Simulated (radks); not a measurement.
Values are calculated unless marked as measured or tabulated.
Question: The terbium ion Tb4+, [Xe] 4f7. Code: a radial shooting solver on a logarithmic mesh with Libxc functionals. Model: non-relativistic Kohn-Sham, exchange-only PBE, spin-polarised, spherical densities, point nucleus. Every spin shell is full or empty, so the densities are truly spherical. Functionals are evaluated on that one density, not self-consistently. Rank these exchange functionals by their error against the exact value of the orbitals, and give that value: LDA, RPBE, PW86, OPTX, WC, SOGGA, B86b, G96, EV93, revTPSS, SCAN, r2SCAN, MS2, Tao-Mo, MVS.

Answer: Exact: -241.346 hartree. From best to worst, with 100 (|E| - |E exact|)/|E exact| (equal figures are ties): B86b +0.08, r2SCAN -0.09, MVS +0.12, RPBE -0.15, SCAN +0.16, PW86 -0.22, EV93 -0.35, G96 +0.50, MS2 -0.57, WC -0.65, Tao-Mo -0.75, revTPSS -0.84, OPTX +1.67, SOGGA -1.94, LDA -4.21.
